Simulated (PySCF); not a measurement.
## IrH₃: breathing scan

All numbers come from r2SCAN in PySCF with Ir def2-TZVP with ECP60, H def2-TZVP; scalar-relativistic core potentials, no spin–orbit coupling; density-fitted integrals.

Rigid scan from the singlet minimum (Ir–H 1.533 Å (×3); H–Ir–H 90.5° (×3)). Coordinate: all bonds to the central atom scaled together. Energies in kJ/mol from the minimum.

Task: Predict the curve at 0.88, 0.92, 0.96, 1.00, 1.04, 1.08, 1.14, 1.22, 1.35.

Result: 
```
scale of all bonds to the centre  E (kJ/mol)  dipole size (D)
                            0.88       149.6             1.88
                            0.92        59.8             1.90
                            0.96        13.5             1.91
                            1.00         0.0             1.92
                            1.04        11.1             1.93
                            1.08        40.3             1.93
                            1.14       107.6             1.94
                            1.22       223.2             1.95
                            1.35       433.3             1.97
```

At long bonds a restricted determinant can lie too high, and another spin state can fall below this curve.

Spin–orbit coupling, left out here, can matter for elements this heavy.

The scan took roughly 40 core-seconds on a shared host.
